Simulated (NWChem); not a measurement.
Molecule: SiIF, singlet; SMILES I[Si]F

```xyz
3

Si    -0.6704     1.5734     0.0000
F      0.7702     2.3327     0.0000
I      0.0463    -0.8117     0.0000
```
Atoms are numbered in this order, from 1.

Low-valent species are run as closed-shell singlets; no triplet was tried in these runs. All runs use the structure optimised with PBE0/def2-SVP. def2 effective core potentials on I; no spin-orbit coupling.

Symmetry labels are those of Cs in the frame above (b1 and b2, or b-type labels, depend on it).

Problem. List the 6 lowest vertical singlet excitations from B3LYP/def2-SVPD with def2 effective core potentials on I, full TDDFT (NWChem).

Solution. 
```csv
state,energy (eV),oscillator strength,symmetry,leading excitation (squared amplitude)
S1,3.43,0.007,a",HOMO → LUMO (0.90)
S2,3.76,0.009,a",HOMO−1 → LUMO (0.90)
S3,4.26,0.024,a',HOMO−2 → LUMO (0.92)
S4,5.75,0.046,a',HOMO−1 → LUMO+1 (0.50)
S5,6.02,0.003,a",HOMO−2 → LUMO+1 (0.99)
S6,6.11,0.093,a',HOMO → LUMO+2 (0.75)
```
